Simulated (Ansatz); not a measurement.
CH5AlSi, SMILES `C[Si][AlH2]` (triplet; the order of the spin states depends on the level) (charge 0, multiplicity 3). This triplet lies 0.08 eV above the relaxed singlet at the level frozen-core CCSD(T)/cc-pVTZ // B3LYP-D3(BJ)/def2-TZVP (Ansatz, an electronic-structure program); other levels give the other order.

Cartesian coordinates (Å):
SMILES: C[Si][AlH2]
```xyz
8

C     -1.6726     0.0209     0.1014
Si    -0.1006    -0.9880    -0.2327
Al     2.1151    -0.0945    -0.1446
H     -2.2247    -0.3839     0.9521
H     -2.3369     0.0106    -0.7652
H     -1.4111     1.0587     0.3228
H      3.3245    -1.0616    -0.4459
H      2.3062     1.4377     0.2121
```
Charge 0, spin multiplicity 3.

Frozen-core energies in 6-31g from Ansatz at a geometry from B3LYP-D3(BJ)/def2-TZVP; the HF reference has <S^2> = 2.01 and the T1 diagnostic is 0.017.

```json
[
 {"level": "HF", "energy (Ha)": "-571.47876"},
 {"level": "MP2", "energy (Ha)": "-571.63583"},
 {"level": "CCSD", "energy (Ha)": "-571.67312"}
]
```

Question: Estimate the energies of CCSD(T), CCSDT and CCSDT(Q), and give each level's difference from CCSDT(Q).

Answer: 
| level | energy (Ha) | difference from CCSDT(Q) (mHa) |
|---|---|---|
| MP2 | -571.63583 | 42.55 |
| CCSD | -571.67312 | 5.26 |
| CCSD(T) | -571.67723 | 1.15 |
| CCSDT | -571.67815 | 0.23 |
| CCSDT(Q) | -571.67838 | 0.00 |
